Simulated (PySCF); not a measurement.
A mixed set of molecules.

All values: CAM-B3LYP/def2-SVPD (PySCF) at GFN2-xTB geometries, gas phase, one conformer each. Core orbitals are frozen in the response; Δα² is half the sum of the squared differences of the principal polarisabilities.

Task: Rank by HOMO energy, highest first.
A. `CC(=O)CC#N`
B. `CC(=O)OCC#N`
C. `Cc1ncco1`
D. `C=N/C=C\C(=O)O`
E. `CCC/C(C#N)=N/[SiH3]`

Result: D (-8.16 eV), C (-8.30 eV), E (-9.11 eV), A (-9.55 eV), B (-10.22 eV).

Task: Rank by dipole moment, lowest first.
A. `[CH3:1][CH2:2][CH2:3]/[C:4]([C:5]#[N:6])=[N:7]/[SiH3:8]` with C1–C2–C3–C4 -63°, C2–C3–C4–C5 -57°
B. `[CH3:1][C:2](=[O:3])[O:4][CH2:5][C:6]#[N:7]` with C1–C2–O4–C5 180°, C2–O4–C5–C6 -177°
C. `[CH2:1]=[N:2]/[CH:3]=[CH:4]\[C:5](=[O:6])[OH:7]` with C1–N2–C3–C4 -74°, C3–C4–C5–O6 4°, C4–C5–O7–H -179°
D. `[CH3:1][C:2](=[O:3])[CH2:4][C:5]#[N:6]` with C1–C2–C4–C5 -52°
E. `N#CC1COC1`
F. 2-methyloxazole (`CC1=NC=CO1`)

Result: F (1.32 D), C (1.69 D), A (2.42 D), B (2.70 D), D (2.87 D), E (3.08 D).

All values together:

```json
{"SMILES": "N#CC1COC1", "formula": "C4H5NO", "μ (D)": "3.08", "HOMO (eV)": "-9.48", "LUMO (eV)": "0.92", "α (Å³)": "7.62", "Δα (Å³)": "2.46", "electrons": "44", "α per electron (Å³)": "0.173"}
{"SMILES": "CCC/C(C#N)=N/[SiH3]", "formula": "C5H10N2Si", "μ (D)": "2.42", "HOMO (eV)": "-9.11", "LUMO (eV)": "-0.99", "α (Å³)": "14.41", "Δα (Å³)": "4.52", "electrons": "68", "α per electron (Å³)": "0.212"}
{"SMILES": "Cc1ncco1", "formula": "C4H5NO", "μ (D)": "1.32", "HOMO (eV)": "-8.30", "LUMO (eV)": "1.13", "α (Å³)": "8.02", "Δα (Å³)": "3.95", "electrons": "44", "α per electron (Å³)": "0.182"}
{"SMILES": "CC(=O)OCC#N", "formula": "C4H5NO2", "μ (D)": "2.70", "HOMO (eV)": "-10.22", "LUMO (eV)": "0.70", "α (Å³)": "8.67", "Δα (Å³)": "4.39", "electrons": "52", "α per electron (Å³)": "0.167"}
{"SMILES": "C=N/C=C\\C(=O)O", "formula": "C4H5NO2", "μ (D)": "1.69", "HOMO (eV)": "-8.16", "LUMO (eV)": "-0.35", "α (Å³)": "9.90", "Δα (Å³)": "6.03", "electrons": "52", "α per electron (Å³)": "0.190"}
{"SMILES": "Cc1ccon1", "formula": "C4H5NO", "μ (D)": "3.10", "HOMO (eV)": "-9.08", "LUMO (eV)": "0.79", "α (Å³)": "7.98", "Δα (Å³)": "3.81", "electrons": "44", "α per electron (Å³)": "0.181"}
{"SMILES": "CC(=O)CC#N", "formula": "C4H5NO", "μ (D)": "2.87", "HOMO (eV)": "-9.55", "LUMO (eV)": "-0.10", "α (Å³)": "7.85", "Δα (Å³)": "2.72", "electrons": "44", "α per electron (Å³)": "0.178"}
```

Conformers: `[CH3:1][CH2:2][CH2:3]/[C:4]([C:5]#[N:6])=[N:7]/[SiH3:8]` with C1–C2–C3–C4 -63°, C2–C3–C4–C5 -57°; `[CH3:1][C:2](=[O:3])[O:4][CH2:5][C:6]#[N:7]` with C1–C2–O4–C5 180°, C2–O4–C5–C6 -177°; `[CH2:1]=[N:2]/[CH:3]=[CH:4]\[C:5](=[O:6])[OH:7]` with C1–N2–C3–C4 -74°, C3–C4–C5–O6 4°, C4–C5–O7–H -179°; `[CH3:1][C:2](=[O:3])[CH2:4][C:5]#[N:6]` with C1–C2–C4–C5 -52°.

Task: How closely does the mean polarisability follow the number of electrons in this set?

Result: The correlation coefficient is 0.98; α per electron runs from 0.167 to 0.212 Å³.
